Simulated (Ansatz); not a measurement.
# Match the barriers

Saddle point of SnNH₇O, singlet (SnH₄O ([OH][SnH3]) + NH₃ → SnNH₅ ([NH2][SnH3]) + H₂O; bonds formed: Sn1–N7, O2–H6; bonds broken: Sn1–O2, H6–N7), PBE0-D4/def2-TZVP structure:

Sn1  (0.985, 0.416, -0.136)
O2  (-0.060, -1.350, 0.924)
H3  (1.103, 1.838, -1.145)
H4  (1.963, -0.751, -0.891)
H5  (1.367, 1.006, 1.422)
H6  (-0.980, -0.725, 0.272)
N7  (-1.149, 0.145, -0.547)
H8  (-0.099, -1.351, 1.882)
H9  (-1.742, 0.925, -0.296)
H10  (-1.387, -0.153, -1.485)
(Å)

Computed with Ansatz 0.2.0 (basis: def2-TZVPP, with def2-QZVPP for the basis limit); correlated methods freeze the cores. Filled d shells of the heavier atoms are correlated. Core potentials replace the inner electrons of the atoms past krypton. The def2 sets are not built for correlating such inner shells, so the correlated values are less sure here. Extrapolation: Hartree–Fock as exp(−7.88 √X), correlation as X^−2.97. Four methods, as single points on the PBE0-D4 structures, gave these electronic barriers from the start structure: 17.49, 19.54, 24.70, 32.15 kcal/mol.

The methods were, in alphabetical order, BHLYP-D4, HF, PBE-D4, r2SCAN-D4. Which gave which? (Judge from chemistry; the calculation decides.)

The calculation gives: PBE-D4 17.49; r2SCAN-D4 19.54; BHLYP-D4 24.70; HF 32.15 kcal/mol. For comparison, CCSD(T) at an estimated basis limit (MP2 extrapolated from triple and quadruple zeta, plus CCSD(T) − MP2 in triple zeta) gives 22.52 kcal/mol.

The T1 diagnostic stays at or below 0.013.

Labels in which every atom is bracketed show which atoms are joined, not bond orders.

For scale, one of the runs: CCSD(T)/def2-TZVPP, 210 basis functions, launched by `ansatz run in.yaml --threads 4 --pin off --events-out ev --progress --plain --max-ram 9574MiB`. Time: 70 s of wall clock on 4 CPU threads of an Arm Neoverse V2; the host was shared. Peak host memory: 3.3 GiB.
